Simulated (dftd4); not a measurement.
CHF3O3S, charge -1, doublet, at the geometry of the source list (a state made from the parent by changing its charge; the spin is typed, not shown lowest); D4 for pbe0 in dftd4.

Here is a job for dftd4.
```
$ dftd4 mol.xyz --func pbe0 --charge -1 --json dftd4.json --noedisp

# file mol.xyz
9

O      1.28650000    -0.33030000    -0.98130000
S      0.68400000     0.44560000     0.25820000
O      1.16040000    -0.15310000     1.45510000
O      0.77870000     1.83740000     0.04040000
C     -1.09730000    -0.06040000     0.03250000
F     -1.85290000     0.41370000     1.00630000
F     -1.55100000     0.37380000    -1.12970000
F     -1.14950000    -1.38820000     0.04620000
H      1.74110000    -1.13850000    -0.72760000
```

**Question.** What does dftd4 print? Leave out banner, timings and long lists.

**Answer.** 
```
                    ____  _____ _____     ____  _  _
      -------------|  _ \|  ___|_   _|---|  _ \| || |------------
     |             | | | | |_    | | ___ | | | | || |_           |
     |             | |_| |  _|   | ||___|| |_| |__   _|          |
     |             |____/|_|     |_|     |____/   |_|            |
     |             ===================================           |
     |            E. Caldeweyher, S. Ehlert & S. Grimme          |
     |          Mulliken Center for Theoretical Chemistry        |
     |                    University of Bonn                     |
      -----------------------------------------------------------

Rational (Becke-Johnson) damping: pbe0-D4-ATM
---------------------
  s6         1.0000
  s8         1.2007
  s9         1.0000
  a1         0.4009
  a2         5.0293
 alp        16.0000
--------------------

Dispersion energy:      -8.2749557258160E-03 Eh

[Info] JSON dump of results written to 'dftd4.json'
```
